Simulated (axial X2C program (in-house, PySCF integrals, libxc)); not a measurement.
## ReH: from Re and ωe to a spectrum

A bond curve at the TPSSh level, with spin–orbit coupling, was computed with an in-house all-electron X2C program for linear molecules (integrals from PySCF) (basis Re dyall-v2z [11s12p9d6f], H dyall-v2z [5s1p] (cores contracted in-house)) for the state Ω = 2 (⟨Sz⟩ = 1.96, ⟨Lz⟩ = 0.04 at TPSSh). Its fit gives Re = 1.6355 Å, ωe = 2124.7 cm⁻¹, ωexe = 36.1 cm⁻¹ and αe = 1.619e-01 cm⁻¹; the masses are 186.9558 and 1.0078 u. Two-component means X2C with spin–orbit coupling and atomic mean-field Coulomb and Gaunt terms.

Question: Find the reduced mass, Be and the force constant.

Answer: From the TPSSh values: μ = 1.0024 u. Be = 16.8576/(μ Re²) = 6.287 cm⁻¹. k = 5.8918×10⁻⁷ μ ωe² = 2.67 mdyn/Å.

Question: Estimate De from a Morse curve and compare with the computed well depth of 2.464 eV to Re + H.

Answer: De(Morse) = ωe²/(4ωexe) = 3.876 eV against 2.464 eV computed, a ratio of 1.57. The extrapolation overshoots: the well softens faster than a Morse curve, or the lowest atomic limit lies below the one to which the curve heads.

Question: Where do the fundamental and the first overtone lie?

Answer: ν(1←0) = ωe − 2ωexe = 2052.5 cm⁻¹; ν(2←0) = 2ωe − 6ωexe = 4032.8 cm⁻¹.

Question: Scale the constants to the deuteride (D 2.0141 u) within the Born–Oppenheimer picture.

Answer: ρ = √(μH/μD) = 0.7093; ωe = 1507.0, ωexe = 18.2, Be = 3.163 cm⁻¹; the zero-point energy falls by 304 cm⁻¹.

Question: The dipole moment p changes by 0.78 D/Å at Re. What harmonic infrared intensity follows?

Answer: I = 42.256 × (dp/dR)²/μ = 26 km/mol.

The state is one determinant whose occupation by symmetry is held fixed; it was picked as the lowest of a PBE0 search that is not exhaustive. Dissociation energies refer to the lowest single-determinant-based atoms at the same level and basis. Density functionals use the spin component along the axis (collinear). With several unpaired electrons one determinant need not be a pure state. Open-shell Ω = 0 determinants with evenly filled partner blocks cannot be reached by this program, so the Ω shown need not be the lowest component.
